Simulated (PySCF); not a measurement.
**Co: ionisation energy**

Co [Ar] 3d7 4s2 (4F) → Co⁺ [Ar] 3d8 (3F), as a difference of total energies. Computed with PySCF 2.14 in aug-cc-pVDZ-DK, with the spin-free X2C one-electron Hamiltonian (Gaussian nucleus). Correlated levels: valence: [Ar] frozen. The calculations carry no spin-orbit coupling.

Task: Order these methods by the ionisation energy they give, lowest first.
A. SCS-MP2 (valence)
B. LDA
C. UHF
D. B3LYP

Result: A (7.601 eV), B (8.072 eV), D (8.223 eV), C (8.276 eV).

Errors of the correlated levels include the incompleteness of this basis and the frozen core.

MP2 underrates the near-degeneracy of ns² with np² in the lower species.

For comparison: 7.869 eV (measured; NIST levels, between the centres of gravity of the two terms).
